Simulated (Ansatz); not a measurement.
`BSC(=C)Cl` + NH₃ → `BN` + `C=C(S)Cl` at 600 K and 1 bar (ligand exchange at a B–S bond).

Calculated with Ansatz (gas phase, PBE0-D4/def2-TZVP geometries, no zero-point term in ΔE). CBS: MP2 limit from def2 TZ/QZ plus the TZ coupled-cluster correction, frozen cores. This one scheme is used for every species. One conformer a species, not always the lowest.

```tsv
species	CCSD(T)/CBS energy (Eh)	H − E (kJ/mol)	S (J/(mol·K))
`BSC(=C)Cl`	-960.84027	202.4	419.1
NH₃	-56.50880	112.4	219.5
`BN`	-81.93499	155.9	270.2
`C=C(S)Cl`	-935.43076	155.1	366.9
```

H − E and S are ideal-gas, rigid-rotor, harmonic terms from PBE0-D4/def2-TZVP, for one conformer and one mirror image of each species. 1 Eh = 2625.50 kJ/mol, R = 8.31446 J/(mol·K).

Q: By hand: ΔE, ΔH, ΔS and ΔG.

A: ΔE = (-81.93499) + (-935.43076) − (-960.84027) − (-56.50880) = -0.01668 Eh = -43.8 kJ/mol. Δ(H − E) = 155.9 + 155.1 − 202.4 − 112.4 = -3.8, so ΔH = -47.6 kJ/mol. ΔS = 270.2 + 366.9 − 419.1 − 219.5 = -1.5 J/(mol·K). ΔG = -47.6 − 600 × (-1.5)/1000 = -46.7 kJ/mol.

Q: By hand: the equilibrium constant, and the temperature at which ΔG would vanish if ΔH and ΔS stayed fixed.

A: log₁₀ K = −ΔG/(RT ln 10) = 4.1. ΔG = 0 at ΔH/ΔS = 31733 K, far beyond where these terms or the molecules hold.

The number of gas molecules stays the same, so ΔS is small and ΔH decides. A doubt of 5 kJ/mol in ΔE shifts log₁₀ K by 0.4 here. Other conformers and mirror images would add mixing entropy, several J/(mol·K) or more a flexible species. Modes under 60 cm⁻¹, often nearly free rotors, make the harmonic entropy too high. These are equilibria of isolated gas molecules and say nothing of rates. Largest T1 diagnostic: 0.014 (customary marks: 0.02 for closed shells, 0.045 for open ones).
